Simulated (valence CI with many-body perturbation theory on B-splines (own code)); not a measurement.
# E1 transitions of Mo²⁷⁺

Computed by relativistic CI+MBPT: five valence electrons over a frozen Dirac-Fock core [Ne], a basis of 9 s, 9 p, 8 d, 6 f, 3 g, 1 h functions for each j, with the one-electron correlation potential Σ1, the two-electron term Σ2, the three-electron term Σ3, Breit, model QED; selected CI, second order for the rest (own B-spline code, finite nucleus).

The last digits are not significant, and no measured levels were compared; by estimate large intervals hold to a few tenths of a per cent, small ones and those within an open d or f shell to about a per cent. Among the levels kept, up to 490 cm⁻¹ of a level comes from second order outside the variational space, and about a tenth of that is noise between levels of different J, which matters for small intervals.

Lines 1 to 50 of 179 in falling wavelength, among levels below 1652000 cm⁻¹, chosen from the strongest by gf and those to the six lowest levels. Wavelengths and rates use the calculated energies. Electric multipoles are in the length gauge, E1 and E2 with the static RPA response of the core. Weak lines are less certain than strong ones. Lines between different terms over intervals too small for the method are left out, as are lines whose strength nearly cancels. The highest levels of a list are the least certain.

Names give the largest LS component (configuration and term), which can be under half, so a name can repeat, a term be missing and a line seem to break the LS rules; names also repeat where a configuration has a term twice. Letters in brackets count levels of one name in rising energy.

```csv
λ vac (nm),Upper,Lower,A (s⁻¹),S (a.u.) with core polarisation,S without
32.46,3s3p⁴ ⁴P_5/2,3s²3p³ ²P°_3/2,4.48e+06,4.54e-04,4.65e-04
29.90,3s3p³3d ⁶D°_5/2,3s²3p²3d ⁴P_3/2,4.04e+07,3.20e-03,3.28e-03
27.28,3s3p³3d ⁶D°_5/2,3s3p⁴ ²P_3/2,7.50e+07,4.51e-03,4.62e-03
27.24,3s3p³3d ⁶D°_7/2,3s²3p²3d ⁴P_5/2,1.88e+08,1.50e-02,1.54e-02
25.58,3s3p⁴ ⁴P_3/2,3s²3p³ ²P°_3/2,1.28e+08,4.22e-03,4.33e-03
25.35,3p⁵ ²P°_3/2,3s²3p²3d ⁴P_3/2,1.73e+08,5.58e-03,5.73e-03
24.01,3s3p⁴ ⁴P_1/2,3s²3p³ ²P°_3/2,1.00e+08,1.37e-03,1.40e-03
23.44,3p⁵ ²P°_3/2,3s3p⁴ ²P_3/2,5.58e+08,1.42e-02,1.46e-02
23.07,3s3p³3d ⁶D°_7/2,3s²3p²3d ⁴D_5/2,1.06e+08,5.15e-03,5.28e-03
22.27,3s3p³3d ⁴F°_3/2,3s3p⁴ ²P_3/2,1.30e+08,2.83e-03,2.90e-03
21.99,3s3p³3d ⁶D°_3/2,3s²3p²3d ⁴D_3/2,1.24e+08,2.60e-03,2.66e-03
21.18,3s3p³3d ⁶D°_1/2,3s²3p²3d ⁴D_1/2 [b],3.28e+08,3.08e-03,3.15e-03
21.16,3s²3p²3d ⁴F_3/2,3s²3p³ ²P°_3/2,8.42e+07,1.58e-03,1.62e-03
20.87,3s3p³3d ⁶D°_9/2,3s²3p²3d ⁴F_9/2,6.21e+08,2.78e-02,2.85e-02
20.13,3s3p³3d ⁶D°_5/2,3s²3p²3d ⁴F_7/2,1.39e+08,3.36e-03,3.44e-03
19.84,3s3p³3d ⁶D°_7/2,3s²3p²3d ⁴F_7/2,7.44e+08,2.30e-02,2.35e-02
19.65,3s3p³3d ⁴F°_3/2,3s²3p²3d ⁴D_5/2,3.64e+08,5.45e-03,5.59e-03
19.44,3p⁵ ²P°_3/2,3s²3p²3d ⁴D_3/2,7.55e+08,1.09e-02,1.12e-02
19.33,3s3p³3d ⁶D°_9/2,3s²3p²3d ⁴D_7/2,8.19e+08,2.92e-02,2.99e-02
19.20,3s3p⁴ ⁴P_5/2,3s²3p³ ²D°_5/2,8.94e+08,1.87e-02,1.92e-02
19.08,3s3p³3d ⁶D°_5/2,3s²3p²3d ²F_5/2,6.01e+08,1.24e-02,1.27e-02
19.08,3s3p³3d ⁶D°_3/2,3s²3p²3d ²F_5/2,3.23e+08,4.42e-03,4.53e-03
18.88,3s3p⁴ ²D_3/2,3s²3p³ ²P°_3/2,1.66e+07,2.20e-04,2.25e-04
18.83,3s3p³3d ⁶D°_7/2,3s²3p²3d ²F_5/2,1.37e+08,3.62e-03,3.71e-03
18.82,3s3p³3d ⁶D°_9/2,3s²3p²3d ⁴F_7/2,3.12e+08,1.03e-02,1.05e-02
18.75,3p⁵ ²P°_3/2,3s²3p²3d ⁴D_1/2 [b],5.36e+08,6.98e-03,7.16e-03
18.64,3s²3p²3d ⁴F_5/2,3s²3p³ ²P°_3/2,2.74e+08,5.24e-03,5.38e-03
18.49,3s3p³3d ⁶D°_1/2,3s²3p²3d ⁴D_1/2 [a],4.89e+08,3.05e-03,3.13e-03
18.44,3s3p³3d ⁶D°_3/2,3s²3p²3d ⁴D_1/2 [a],2.47e+08,3.05e-03,3.13e-03
18.31,3s3p⁴ ⁴P_3/2,3s²3p³ ²P°_1/2,1.46e+07,1.77e-04,1.82e-04
18.14,3s3p³3d ⁶D°_5/2,3s²3p²3d ²P_3/2 [a],1.66e+08,2.93e-03,3.01e-03
18.13,3s3p³3d ⁶D°_3/2,3s²3p²3d ²P_3/2 [a],6.38e+08,7.51e-03,7.70e-03
17.86,3s3p⁴ ²D_5/2,3s²3p³ ²P°_3/2,1.57e+09,2.66e-02,2.73e-02
17.71,3s3p⁴ ⁴P_5/2,3s²3p³ ²D°_3/2,2.02e+09,3.32e-02,3.40e-02
17.49,3s3p⁴ ⁴P_1/2,3s²3p³ ²P°_1/2,2.40e+09,1.27e-02,1.30e-02
16.97,3s²3p²3d ²P_3/2 [a],3s²3p³ ²P°_3/2,5.81e+08,5.61e-03,5.75e-03
16.72,3s²3p²3d ⁴D_1/2 [a],3s²3p³ ²P°_3/2,4.44e+08,2.05e-03,2.10e-03
16.61,3p⁵ ²P°_3/2,3s²3p²3d ⁴D_1/2 [a],1.39e+09,1.25e-02,1.29e-02
16.57,3s3p⁴ ⁴P_3/2,3s²3p³ ²D°_5/2,1.81e+09,1.63e-02,1.67e-02
16.56,3s3p³3d ⁶D°_5/2,3s²3p²3d ⁴F_5/2,4.12e+08,5.54e-03,5.68e-03
16.49,3s3p³3d ⁴F°_3/2,3s²3p²3d ²F_5/2,1.44e+09,1.28e-02,1.31e-02
16.37,3s3p³3d ⁶D°_7/2,3s²3p²3d ⁴F_5/2,2.86e+08,4.95e-03,5.08e-03
16.36,3p⁵ ²P°_3/2,3s²3p²3d ²P_3/2 [a],2.86e+09,2.47e-02,2.53e-02
16.22,3s²3p²3d ²F_5/2,3s²3p³ ²P°_3/2,7.71e+07,9.75e-04,1.00e-03
15.93,3s²3p²3d ⁴F_3/2,3s²3p³ ²P°_1/2,4.92e+02,3.93e-09,8.17e-09
15.61,3p⁵ ²P°_3/2,3s3p⁴ ²D_5/2,8.24e+09,6.19e-02,6.34e-02
15.44,3s3p⁴ ⁴P_3/2,3s²3p³ ²D°_3/2,4.78e+08,3.48e-03,3.57e-03
15.08,3s3p³3d ⁴F°_3/2,3s3p⁴ ²D_5/2,1.89e+08,1.28e-03,1.31e-03
15.06,3p⁵ ²P°_3/2,3s²3p²3d ⁴F_5/2,2.28e+09,1.54e-02,1.58e-02
14.99,3s²3p²3d ⁴D_1/2 [b],3s²3p³ ²P°_3/2,3.87e+08,1.29e-03,1.32e-03
```
